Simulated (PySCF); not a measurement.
C3H8Si, SMILES C1C[SiH2]C1. Atoms are numbered in the order given.

```xyz
12

C      1.3351    -0.1831     0.0000
C      0.3986     0.1530    -1.2047
Si    -1.0615    -0.0565     0.0000
C      0.3986     0.1530     1.2047
H      2.2971     0.3569     0.0000
H      1.5711    -1.2600     0.0000
H      0.5078     1.2057    -1.5138
H      0.5057    -0.4810    -2.0965
H     -1.6499    -1.4296     0.0000
H     -2.1781     0.9372     0.0000
H      0.5078     1.2057     1.5138
H      0.5057    -0.4810     2.0965
```
Charge 0, spin multiplicity 1.

The structure is a stationary point at B3LYP-D3(BJ)/def2-SVP.

These are PySCF with CAM-B3LYP/def2-TZVP values and carry that method's errors.

ESP charges are fitted to the potential on shells at 1.4 to 2.0 van der Waals radii. Atomic charges (e):

```tsv
atom	Mulliken	meta-Löwdin	ESP fit
C1	-0.17	-0.18	0.16
C2	-0.36	-0.45	-0.41
Si3	0.30	0.64	0.44
C4	-0.36	-0.45	-0.41
H5	0.11	0.10	-0.01
H6	0.11	0.10	0.02
H7	0.12	0.11	0.12
H8	0.12	0.11	0.09
H9	-0.05	-0.11	-0.11
H10	-0.05	-0.11	-0.12
H11	0.12	0.11	0.12
H12	0.12	0.11	0.09
```

Computed Mayer and Wiberg (Löwdin basis) orders of the bonds:
```tsv
bond	Mayer	Wiberg
C1–C2	0.92	1.20
C2–Si3	0.98	1.10
C1–C4	0.92	1.20
Si3–C4	0.98	1.10
C1–H5	0.97	0.88
C1–H6	0.98	0.86
C2–H7	0.95	0.87
C2–H8	0.97	0.89
Si3–H9	0.96	0.93
Si3–H10	0.95	0.94
C4–H11	0.95	0.87
C4–H12	0.97	0.89
```
